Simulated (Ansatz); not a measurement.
Consider the substitution at a C–S bond: `CO[SiH2]SC` + `[NH2][SnH2][F]` → `C[NH][SnH2][F]` + `CO[SiH2]S`.

Gas-phase electronic energies from Ansatz, PBE0-D4/def2-TZVP geometries. CCSD(T)/CBS is the MP2 limit (def2-TZVPP, def2-QZVPP) plus CCSD(T) − MP2 in def2-TZVPP, frozen cores. This one scheme is used for every species. DFT in def2-TZVPP. B3LYP here is the variant with VWN-RPA as its local correlation; programs differ in this. Elements past krypton have def2 core potentials. For Sn outer-core shells are correlated without core-valence functions, which leaves a few kJ/mol of doubt a bond. One conformer a species, not always the lowest.

`CO[SiH2]SC`:

Cartesian coordinates in Å:
```
C -0.473 1.684 1.219
O -0.887 0.346 1.045
Si -1.197 -0.311 -0.425
S 0.481 -0.297 -1.721
C 1.579 -1.410 -0.794
H 0.448 1.891 0.665
H -1.246 2.385 0.884
H -0.292 1.848 2.282
H -1.622 -1.697 -0.123
H -2.233 0.460 -1.162
H 2.501 -1.498 -1.369
H 1.131 -2.398 -0.689
H 1.811 -1.003 0.189
```

`[NH2][SnH2][F]`:

Cartesian coordinates in Å:
```
N 1.240 -0.273 0.232
Sn -0.587 0.428 -0.191
F -1.879 -0.995 0.027
H 1.366 -0.580 1.188
H 1.566 -1.006 -0.384
H -0.673 0.836 -1.836
H -1.033 1.590 0.963
```

`C[NH][SnH2][F]`:

```xyz
10

C    -0.639    1.077   -0.818
N    -0.141   -0.285   -0.733
Sn    0.851   -0.932    0.874
F    -0.343   -0.936    2.399
H    -0.825    1.349   -1.862
H     0.117    1.771   -0.440
H    -1.561    1.255   -0.251
H    -0.793   -0.952   -1.119
H     2.040    0.209    1.285
H     1.293   -2.557    0.665
```

`CO[SiH2]S`:

```xyz
10

C    -0.832   -1.394   -0.421
O    -0.735   -0.072    0.059
Si    0.694    0.612    0.478
S     0.419    2.681    0.850
H    -1.848   -1.549   -0.789
H    -0.132   -1.578   -1.245
H    -0.636   -2.122    0.373
H     1.671    0.382   -0.620
H     1.222    0.058    1.752
H     0.177    2.983   -0.437
```

| level | ΔE (kcal/mol) |
| --- | --- |
| B3LYP | 8.4 |
| HF/def2-QZVPP | 7.3 |

Q: What does CCSD(T)/CBS give? (Estimate.)

A: The calculation gave: +9.2 kcal/mol. The listed levels differ from it by -0.8, -1.9 kcal/mol.

Largest T1 diagnostic among the species: 0.013.

The D4 term adds +0.9 kcal/mol with B3LYP and +0.5 kcal/mol with PBE0; it sums over pairs of atoms, weighted by their polarisabilities, and B3LYP, whose exchange is more repulsive, gets the larger term. In def2-TZVPP, CCSD(T) changes the Hartree–Fock value by +1.2 kcal/mol (the triples alone add +0.4 kcal/mol) and MP2 by +2.2 kcal/mol.
